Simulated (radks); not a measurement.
Q: Coherent X-ray form factor from a spherical all-electron density. Method: non-relativistic Kohn-Sham, AM05, spin-polarised, spherical densities, point nucleus; computed with a radial shooting solver on a logarithmic mesh with Libxc functionals.

sin(theta)/lambda (1/angstrom)  f0 (electrons)
0.05                                    15.632
0.1                                     14.641
0.15                                    13.303
0.2                                     11.908
0.25                                    10.654
0.3                                      9.626
0.4                                      8.201
0.5                                      7.287
0.6                                      6.560
0.8                                      5.206
1                                        3.992
1.25                                     2.860
1.5                                      2.151
2                                        1.496

The species is in the configuration that NIST lists as its ground one. Which atom or ion scatters so?

A: The chlorine ion Cl+, [Ne] 3s2 3p4. Extrapolating in s^2 from the first two rows gives f0(0) = 16.0, near the electron count 16; among species with that count, the fall with angle is slower the higher Z, and the table is that of Z = 17; from so few rows the species is fixed only to a neighbour or two.
